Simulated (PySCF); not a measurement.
YF2, SMILES [F][Y+][F], charge +1. Geometry optimised at B3LYP-D3(BJ)/def2-TZVP. The spin state was assumed, not searched. The isomer is the one that the SMILES or the coordinates give; other isomers of the formula were not compared. The def2 effective core potentials stand for the cores of Y; spin–orbit coupling is left out.

Computed with B3LYP-D3(BJ)/def2-TZVP run with PySCF.

Harmonic wavenumbers (cm⁻¹): 148, 671, 679. Rotational constants (GHz): 16.42, 5.255, 3.981; symmetry number 2.

Q: Work out the zero-point energy and the ideal-gas rigid-rotor harmonic-oscillator thermochemistry at 298.15 K and 1 atm.

A: ZPE = ½ Σ hcν = ½ × 1497 cm⁻¹ = 8.95 kJ/mol. H − E(el) = 21.22 kJ/mol. Entropy in J/(mol K): translation 169.15, rotation 96.12, vibration 14.13, total 279.41. G − E(el) = -62.09 kJ/mol. Cp = 48.58 J/(mol K). Modes under 150 cm⁻¹ make the vibrational entropy uncertain.
